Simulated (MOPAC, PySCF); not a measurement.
[Cd(Cl)(Br)], neutral singlet in the gas phase. 

Cartesian coordinates (Å):
```xyz
3

Cd     0.0168     0.0047    -0.0051
Cl    -2.0909    -0.5812     0.6378
Br     2.2355     0.6214    -0.6819
```
Charge 0, spin multiplicity 1.

All levels are single points at this geometry (r2SCAN-D4/def2-SVP); Pople sets use spherical d functions. Orbital energies aren't observables, and empty levels follow the basis.

PM3 in MOPAC gives HOMO (eV) = -11.20.

Estimate the HOMO (eV) from each of these levels: B3LYP-D3(BJ)/def2-TZVP in PySCF; PBE-D3(BJ)/def2-TZVP in PySCF; TPSSh-D3(BJ)/def2-TZVP in PySCF; B3LYP/6-311+G** (LANL2DZ on Br, Cd) in PySCF; B3LYP/6-31G* (LANL2DZ on Cd) in PySCF; BP86/6-31G* (LANL2DZ on Cd) in PySCF; M06-2X/6-31G* (LANL2DZ on Cd) in PySCF; PBE/6-31G* (LANL2DZ on Cd) in PySCF; SVWN5/6-31G* (LANL2DZ on Cd) in PySCF; HF/6-31G* (LANL2DZ on Cd) in PySCF; PM6 in MOPAC; PM7 in MOPAC.


```csv
level,HOMO (eV)
B3LYP-D3(BJ)/def2-TZVP in PySCF,-8.29
PBE-D3(BJ)/def2-TZVP in PySCF,-7.28
TPSSh-D3(BJ)/def2-TZVP in PySCF,-7.87
"B3LYP/6-311+G** (LANL2DZ on Br, Cd) in PySCF",-8.29
B3LYP/6-31G* (LANL2DZ on Cd) in PySCF,-8.23
BP86/6-31G* (LANL2DZ on Cd) in PySCF,-7.35
M06-2X/6-31G* (LANL2DZ on Cd) in PySCF,-9.75
PBE/6-31G* (LANL2DZ on Cd) in PySCF,-7.24
SVWN5/6-31G* (LANL2DZ on Cd) in PySCF,-7.41
HF/6-31G* (LANL2DZ on Cd) in PySCF,-11.45
PM6 in MOPAC,-10.70
PM7 in MOPAC,-10.95
```
